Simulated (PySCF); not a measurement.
selenium hexafluoride (F6Se), singlet, at a GFN2-xTB geometry; TPSS/STO-3G run with PySCF.

Here is a job for PySCF.
```python
from pyscf import gto, scf, dft

mol = gto.M(
    atom='''
F     0.97227429   -1.31989934   -0.49748921
Se   -0.00000000    0.00000000    0.00000000
F     1.22973411    1.08914258   -0.48628133
F    -1.22973411   -1.08914258    0.48628133
F    -0.69092966    0.08112488   -1.56556125
F     0.69092966   -0.08112488    1.56556125
F    -0.97227429    1.31989934    0.49748921
''',
    basis='sto-3g',
    verbose=4,
    symmetry=True,
)

mf = dft.RKS(mol)
mf.xc = 'tpss'
mf.irrep_nelec = {'Ag': 28, 'B1g': 6, 'B2g': 6, 'B3g': 6, 'B1u': 16, 'B2u': 12, 'B3u': 14}
mf.kernel()
mf.analyze()
```

Output, abridged:

```
PySCF version 2.14.0

[INPUT] verbose = 4
[INPUT] num. atoms = 7
[INPUT] num. electrons = 88
[INPUT] charge = 0
[INPUT] spin (= nelec alpha-beta = 2S) = 0
[INPUT] symmetry True subgroup None
[INPUT] Mole.unit = angstrom
[INPUT] Symbol           X                Y                Z      unit          X                Y                Z       unit  Magmom
[...]
nuclear repulsion = 816.949312583251
point group symmetry = Oh, use subgroup D2h
symmetry origin: [ 4.03717464e-17  0.00000000e+00 -4.03717464e-17]
symmetry axis x: [ 0.71781261  0.63574741 -0.28384906]
symmetry axis y: [-0.56752979  0.77044329  0.29039125]
symmetry axis z: [ 0.40330509 -0.0473537   0.9138395 ]
num. orbitals of irrep Ag = 15
num. orbitals of irrep B1g = 3
num. orbitals of irrep B2g = 3
num. orbitals of irrep B3g = 3
num. orbitals of irrep B1u = 8
num. orbitals of irrep B2u = 8
num. orbitals of irrep B3u = 8
number of shells = 26
number of NR pGTOs = 144
number of NR cGTOs = 48
basis = sto-3g
ecp = {}

******** <class 'pyscf.dft.rks_symm.SymAdaptedRKS'> ********
method = SymAdaptedRKS
initial guess = minao
damping factor = 0
level_shift factor = 0
DIIS = <class 'pyscf.scf.diis.CDIIS'>
diis_start_cycle = 1
diis_space = 8
diis_damp = 0
SCF conv_tol = 1e-09
SCF conv_tol_grad = None
SCF max_cycles = 50
direct_scf = True
direct_scf_tol = 1e-13
XC library pyscf.dft.libxc version 7.1.2
    S. Lehtola, C. Steigemann, M. J. T. Oliveira, and M. A. L. Marques,  SoftwareX 7, 1–5 (2018)
XC functionals = tpss
    J. Tao, J. P. Perdew, V. N. Staroverov, and G. E. Scuseria,  Phys. Rev. Lett. 91, 146401 (2003)
    J. P. Perdew, J. Tao, V. N. Staroverov, and G. E. Scuseria,  J. Chem. Phys. 120, 6898 (2004)
    J. Tao, J. P. Perdew, V. N. Staroverov, and G. E. Scuseria,  Phys. Rev. Lett. 91, 146401 (2003)
    J. P. Perdew, J. Tao, V. N. Staroverov, and G. E. Scuseria,  J. Chem. Phys. 120, 6898 (2004)
radial grids:
    Treutler-Ahlrichs [JCP 102, 346 (1995); DOI:10.1063/1.469408] (M4) radial grids

becke partition: Becke, JCP 88, 2547 (1988); DOI:10.1063/1.454033
pruning grids: <function nwchem_prune>
grids dens level: 3
symmetrized grids: True
atomic radii adjust function: <function treutler_atomic_radii_adjust>
small_rho_cutoff = 0
Freeze 88 electrons in irreps ['Ag', 'B1g', 'B2g', 'B3g', 'B1u', 'B2u', 'B3u']
    0 free electrons in irreps
Set gradient conv threshold to 3.16228e-05
Initial guess from minao.
tot grids = 106000
init E= -2963.18261497346
HOMO (B1u) = -0.182058801973101  LUMO (B2u) = -0.650627794488251  gap/eV = -12.75041

WARN: Ag LUMO -0.333545481095246 < system HOMO -0.182058801973101

WARN: B2u HOMO -0.651283025958435 > system LUMO -0.650627794488251

WARN: B2u LUMO -0.650627794488251 < system HOMO -0.182058801973101

WARN: B3u HOMO -0.650628565431112 > system LUMO -0.650627794488251

WARN: B3u LUMO -0.182059668387733 < system HOMO -0.182058801973101

cycle= 1 E= -2963.9975039717  delta_E= -0.815  |g|= 0.385  |ddm|= 5.05
HOMO (B1u) = 0.334676746996084  LUMO (B2u) = -0.0465355104068356  gap/eV = -10.37331

WARN: Ag LUMO 0.161188380887233 < system HOMO 0.334676746996084

WARN: B2u LUMO -0.0465355104068356 < system HOMO 0.334676746996084

WARN: B3u HOMO -0.0403553192653206 > system LUMO -0.0465355104068356

WARN: B3u LUMO 0.221584136361106 < system HOMO 0.334676746996084

cycle= 2 E= -2963.53076743865  delta_E= 0.467  |g|= 0.986  |ddm|=  2.7
HOMO (B1u) = 0.281347504089652  LUMO (B2u) = -0.155170151451042  gap/eV = -11.87825

WARN: Ag LUMO 0.13981435306699 < system HOMO 0.281347504089652

WARN: B2u LUMO -0.155170151451042 < system HOMO 0.281347504089652

WARN: B3u HOMO -0.129184526810133 > system LUMO -0.155170151451042

WARN: B3u LUMO 0.258865214838621 < system HOMO 0.281347504089652

cycle= 3 E= -2963.98005833924  delta_E= -0.449  |g|= 0.317  |ddm|= 1.52
HOMO (B1u) = 0.279241660981855  LUMO (B2u) = -0.123468458869406  gap/eV = -10.95830

WARN: Ag LUMO 0.142494502074121 < system HOMO 0.279241660981855

WARN: B2u LUMO -0.123468458869406 < system HOMO 0.279241660981855

cycle= 4 E= -2963.4444253356  delta_E= 0.536  |g|= 0.89  |ddm|= 2.87
HOMO (B1u) = 0.28748562652746  LUMO (B2u) = -0.152200077691859  gap/eV = -11.96446

WARN: Ag LUMO 0.143125820471163 < system HOMO 0.28748562652746

WARN: B2u LUMO -0.152200077691859 < system HOMO 0.28748562652746

WARN: B3u HOMO -0.144528085219531 > system LUMO -0.152200077691859

WARN: B3u LUMO 0.275991528105047 < system HOMO 0.28748562652746

cycle= 5 E= -2963.56066304925  delta_E= -0.116  |g|= 0.744  |ddm|= 0.342
HOMO (B1u) = 0.283361786718043  LUMO (B2u) = -0.143761805415282  gap/eV = -11.62262

WARN: Ag LUMO 0.142828252300771 < system HOMO 0.283361786718043

WARN: B2u LUMO -0.143761805415282 < system HOMO 0.283361786718043

WARN: B3u HOMO -0.142110880723322 > system LUMO -0.143761805415282

WARN: B3u LUMO 0.278753926826082 < system HOMO 0.283361786718043

cycle= 6 E= -2963.52945822325  delta_E= 0.0312  |g|= 0.778  |ddm|=  0.1
HOMO (B1u) = 0.281962751450248  LUMO (B2u) = -0.135826650439631  gap/eV = -11.36863

WARN: Ag LUMO 0.143129689521642 < system HOMO 0.281962751450248

WARN: B2u LUMO -0.135826650439631 < system HOMO 0.281962751450248

WARN: B3u LUMO 0.282518516764261 < system HOMO 0.281962751450248

cycle= 7 E= -2963.49998026077  delta_E= 0.0295  |g|= 0.811  |ddm|= 0.087
HOMO (B1u) = 0.284797281049818  LUMO (B2u) = -0.14353285622053  gap/eV = -11.65546

WARN: Ag LUMO 0.14390923688501 < system HOMO 0.284797281049818

WARN: B2u LUMO -0.14353285622053 < system HOMO 0.284797281049818

WARN: B3u HOMO -0.141996715446125 > system LUMO -0.14353285622053

WARN: B3u LUMO 0.281221505183675 < system HOMO 0.284797281049818

cycle= 8 E= -2963.52617163601  delta_E= -0.0262  |g|= 0.778  |ddm|= 0.0831
HOMO (B1u) = 0.28175198666964  LUMO (B2u) = -0.141156501739439  gap/eV = -11.50793

WARN: Ag LUMO 0.14342589866168 < system HOMO 0.28175198666964

WARN: B2u LUMO -0.141156501739439 < system HOMO 0.28175198666964

WARN: B3u HOMO -0.138418507345343 > system LUMO -0.141156501739439

[...]

WARN: Ag LUMO 0.145466757756751 < system HOMO 0.264925810230981

WARN: B2u LUMO -0.100116581864771 < system HOMO 0.264925810230981

cycle= 36 E= -2963.36100904617  delta_E= -0.0515  |g|= 0.929  |ddm|= 0.118
HOMO (B1u) = 0.266746484211244  LUMO (B2u) = -0.106110570721545  gap/eV = -10.14596

WARN: Ag LUMO 0.144390286302286 < system HOMO 0.266746484211244

WARN: B2u LUMO -0.106110570721545 < system HOMO 0.266746484211244

cycle= 37 E= -2963.38645913277  delta_E= -0.0255  |g|= 0.905  |ddm|= 0.0599
HOMO (B1u) = 0.264532002177239  LUMO (B2u) = -0.100135149701102  gap/eV = -9.92310

WARN: Ag LUMO 0.144727353500137 < system HOMO 0.264532002177239

WARN: B2u LUMO -0.100135149701102 < system HOMO 0.264532002177239

cycle= 38 E= -2963.36092693205  delta_E= 0.0255  |g|= 0.934  |ddm|= 0.0659
HOMO (B1u) = 0.266148072130806  LUMO (B2u) = -0.113631501580696  gap/eV = -10.33433

WARN: Ag LUMO 0.144414788263319 < system HOMO 0.266148072130806

WARN: B2u LUMO -0.113631501580696 < system HOMO 0.266148072130806

cycle= 39 E= -2963.41011232104  delta_E= -0.0492  |g|= 0.875  |ddm|= 0.165
HOMO (B1u) = 0.288015157435214  LUMO (B2u) = -0.158644483818265  gap/eV = -12.15423

WARN: Ag LUMO 0.14434869038907 < system HOMO 0.288015157435214

WARN: B2u LUMO -0.158644483818265 < system HOMO 0.288015157435214

WARN: B3u HOMO -0.137951076837743 > system LUMO -0.158644483818265

WARN: B3u LUMO 0.276014137024376 < system HOMO 0.288015157435214

cycle= 40 E= -2963.58823366896  delta_E= -0.178  |g|= 0.719  |ddm|= 0.499
HOMO (B1u) = 0.295767721352911  LUMO (B2u) = -0.149681840114795  gap/eV = -12.12130

WARN: Ag LUMO 0.145788663603117 < system HOMO 0.295767721352911

WARN: B2u LUMO -0.149681840114795 < system HOMO 0.295767721352911

WARN: B3u HOMO -0.12617357565663 > system LUMO -0.149681840114795

WARN: B3u LUMO 0.263669229895244 < system HOMO 0.295767721352911

cycle= 41 E= -2963.95180589168  delta_E= -0.364  |g|= 0.376  |ddm|=  2.8
HOMO (B1u) = 0.292010143904658  LUMO (B2u) = -0.160565204390329  gap/eV = -12.31520

WARN: Ag LUMO 0.14487621559066 < system HOMO 0.292010143904658

WARN: B2u LUMO -0.160565204390329 < system HOMO 0.292010143904658

WARN: B3u HOMO -0.131345984876152 > system LUMO -0.160565204390329

WARN: B3u LUMO 0.26899858166931 < system HOMO 0.292010143904658

cycle= 42 E= -2963.98672254626  delta_E= -0.0349  |g|= 0.313  |ddm|= 0.293
HOMO (B1u) = 0.290019895354636  LUMO (B2u) = -0.1457102845887  gap/eV = -11.85682

WARN: Ag LUMO 0.143463779409842 < system HOMO 0.290019895354636

WARN: B2u LUMO -0.1457102845887 < system HOMO 0.290019895354636

WARN: B3u HOMO -0.146046801062638 > system LUMO -0.1457102845887

WARN: B3u LUMO 0.280536740970664 < system HOMO 0.290019895354636

cycle= 43 E= -2963.54672283953  delta_E= 0.44  |g|= 0.777  |ddm|= 2.85
HOMO (B1u) = 0.285351874904064  LUMO (B2u) = -0.134217126417745  gap/eV = -11.41705

WARN: Ag LUMO 0.142879542568481 < system HOMO 0.285351874904064

WARN: B2u LUMO -0.134217126417745 < system HOMO 0.285351874904064

WARN: B3u LUMO 0.285062047868073 < system HOMO 0.285351874904064

cycle= 44 E= -2963.49443317995  delta_E= 0.0523  |g|= 0.827  |ddm|= 0.162
HOMO (B1u) = 0.283464375668687  LUMO (B2u) = -0.128530728530391  gap/eV = -11.21096

WARN: Ag LUMO 0.14332720684495 < system HOMO 0.283464375668687

WARN: B2u LUMO -0.128530728530391 < system HOMO 0.283464375668687

cycle= 45 E= -2963.46895925329  delta_E= 0.0255  |g|= 0.851  |ddm|= 0.0715
HOMO (B1u) = 0.284231968341695  LUMO (B2u) = -0.129491292150235  gap/eV = -11.25798

WARN: Ag LUMO 0.143639811543065 < system HOMO 0.284231968341695

WARN: B2u LUMO -0.129491292150235 < system HOMO 0.284231968341695

cycle= 46 E= -2963.47293481715  delta_E= -0.00398  |g|= 0.847  |ddm|= 0.0122
HOMO (B1u) = 0.282948427974962  LUMO (B2u) = -0.12717826522282  gap/eV = -11.16012

WARN: Ag LUMO 0.143706600260674 < system HOMO 0.282948427974962

WARN: B2u LUMO -0.12717826522282 < system HOMO 0.282948427974962

cycle= 47 E= -2963.4637281487  delta_E= 0.00921  |g|= 0.857  |ddm|= 0.0273
HOMO (B1u) = 0.280542069246111  LUMO (B2u) = -0.10834455412534  gap/eV = -10.58214

WARN: Ag LUMO 0.144301653589596 < system HOMO 0.280542069246111

WARN: B2u LUMO -0.10834455412534 < system HOMO 0.280542069246111

cycle= 48 E= -2963.39194437451  delta_E= 0.0718  |g|= 0.941  |ddm|=  0.2
HOMO (B1u) = 0.277582099203024  LUMO (B2u) = -0.106792730855107  gap/eV = -10.45937

WARN: Ag LUMO 0.144027556552816 < system HOMO 0.277582099203024

WARN: B2u LUMO -0.106792730855107 < system HOMO 0.277582099203024

cycle= 49 E= -2963.37984484725  delta_E= 0.0121  |g|= 0.945  |ddm|= 0.0835
HOMO (B1u) = 0.268894763917673  LUMO (B2u) = -0.110251360004604  gap/eV = -10.31709

WARN: Ag LUMO 0.143143862987626 < system HOMO 0.268894763917673

WARN: B2u LUMO -0.110251360004604 < system HOMO 0.268894763917673

cycle= 50 E= -2963.38266603582  delta_E= -0.00282  |g|= 0.926  |ddm|= 0.243
SCF not converged.
SCF energy = -2963.38266603582
**** SCF Summaries ****
Total Energy =                       -2963.382666035818147
Nuclear Repulsion Energy =             816.949312583251299
One-electron Energy =                -5783.550593842826856
Two-electron Energy =                 2003.218615223757297
Two-electron Coulomb Energy =         2154.873299386824328
DFT Exchange-Correlation Energy =     -151.654684163067145
HOMO-LUMO gap [eV] =                   -10.317091536035813
Wave-function symmetry = Ag
occupancy for each irrep:     Ag  B1g  B2g  B3g  B1u  B2u  B3u
                              14    3    3    3    8    6    7
**** MO energy ****
[...]
 ** Mulliken pop on meta-lowdin orthogonal AOs  **
 ** Mulliken pop  **
 ** Mulliken atomic charges  **
charge of    0F =     -0.26106
charge of    1Se =      0.71058
charge of    2F =      0.64262
charge of    3F =      0.64262
charge of    4F =     -0.73684
charge of    5F =     -0.73684
charge of    6F =     -0.26106
Dipole moment(X, Y, Z, Debye):  0.00000,  0.00000, -0.00000
```

The run did not converge; its last values are not results.
